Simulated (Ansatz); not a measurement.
Relaxation of FGeH5 (7 atoms, charge 0, multiplicity 1), to a largest force component of 0.03 eV/Å in at most 50 steps.

Method: Ansatz 0.2.0, RKS PBE-D4/def2-mTZVP.

```xyz
7
Properties=species:S:1:pos:R:3:forces:R:3
Ge 0.211 0.000 -0.073 0.32 0.00 -1.47
F 0.245 0.000 1.651 0.23 0.00 1.31
H 1.707 0.000 -0.497 -0.10 0.00 0.01
H -0.515 1.283 -0.543 0.01 -0.02 0.03
H -0.515 -1.283 -0.543 0.01 0.02 0.03
H -2.321 0.000 1.019 -1.17 0.00 -1.12
H -1.882 0.000 1.579 0.71 0.00 1.21
```

Q: Where does it end, and by what steps?

A: The run converged. The force dipped under the threshold on the way, but the program's further checks kept it going. After 10 steps the energy has fallen by 0.179 eV; H6 moved furthest, 0.81 Å.

| step | energy less start (eV) | largest force component (eV/Å) | accepted |
| --- | --- | --- | --- |
| 0 | 0.0000 | 1.465 | yes |
| 1 | -0.1281 | 0.696 | yes |
| 2 | -0.1665 | 0.207 | yes |
| 3 | -0.1760 | 0.053 | yes |
| 4 | -0.1779 | 0.023 | yes |
| 5 | -0.1784 | 0.017 | yes |
| 6 | -0.1787 | 0.058 | yes |
| 7 | -0.1790 | 0.062 | yes |
| 8 | -0.1792 | 0.053 | yes |
| 9 | -0.1793 | 0.029 | yes |
| 10 | -0.1794 | 0.018 | yes |

```xyz
7
Properties=species:S:1:pos:R:3
Ge 0.441 0.000 -0.223
F 0.333 0.000 1.546
H 1.950 0.000 -0.559
H -0.270 1.286 -0.703
H -0.270 -1.286 -0.703
H -2.980 0.000 1.490
H -2.273 0.000 1.745
```

Whether the end is a true minimum wasn't checked by a vibrational analysis.

The run took 17 s on 1 thread of Arm Neoverse V1, on a shared host, peak memory 0.11 GiB.
